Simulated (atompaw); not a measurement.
Before and after: PAW (atompaw) potential for caesium (Cs)

| Property | Result |
| --- | --- |
| Element | Cs (Z = 55) |
| Generator | atompaw 4.2.0.5 |
| Type | PAW |
| Functional | LDA (PW92) |
| Relativity | scalar-relativistic |
| Frozen core | [Kr] 4d10 |
| Valence charge | 9 |
| Reference configuration | 5s2 5p6 5d0 6s0 6p0 (charge +1) |
| Partial waves | 5s (bound): rc 2.90 bohr; 6s (bound, empty): rc 3.00 bohr; 5p (bound): rc 3.00 bohr; 6p (bound, empty): rc 3.00 bohr; 5d (bound, empty): rc 3.00 bohr; 5d channel at 1.8 Ry: rc 3.00 bohr |
| Local potential | vpsmatchnc scheme with l = 3 at 0 Ry, radius 2.80 bohr |
| Core correction | smooth core density matched at 1.90 bohr |
| Augmentation charge | besselshape compensation charge, radius 2.65 bohr; PAW radius 3.00 bohr; waves and projectors: custom polynom2 7 10 vanderbiltortho |

Change: local potential vpsmatchnc scheme with l = 3 at 0 Ry, radius 1.52 bohr.

Cutoffs: the cutoffs (Ry, on a coarse ladder) from which the occupation-weighted sum of valence levels, in a spherical-Bessel basis at the reference potential, stays within 10 and 1 mRy of its value at 400 Ry; they do not see the model core or the augmentation charge, which bear on the density cutoff.

Q: What does the change do?

A: The potential gets harder (18 Ry and 40 Ry → 25 Ry and 40 Ry); the bound ghosts move from p, s to d, p, s. A state that the projectors do not describe sees the local part alone, so a deeper or shallower local part can create or remove a ghost.

```tsv
quantity	base	changed
cutoff, loose	18 Ry	25 Ry
cutoff, tight	40 Ry	40 Ry
bound ghosts	s, p	s, p, d
s: phases at 3.00 bohr within 0.05 rad from the reference energy up to (Ry; the scan ends near 5)	0.3	0.2
p: phases at 3.00 bohr within 0.05 rad from the reference energy up to (Ry; the scan ends near 5)	1.5	0.9
d: phases at 3.00 bohr within 0.05 rad from the reference energy up to (Ry; the scan ends near 5)	2.8	3.4
lowest overlap eigenvalue by channel	s 0.68, p 0.84, d 0.86	s 0.68, p 0.84, d 0.85
```

 A true bound ghost makes a file unfit for plane-wave use even where its test errors are small: the radial tests pick states by their node count and pass the ghost by. The cutoffs see the waves, projectors and local potential, not the compensation charge or the core.
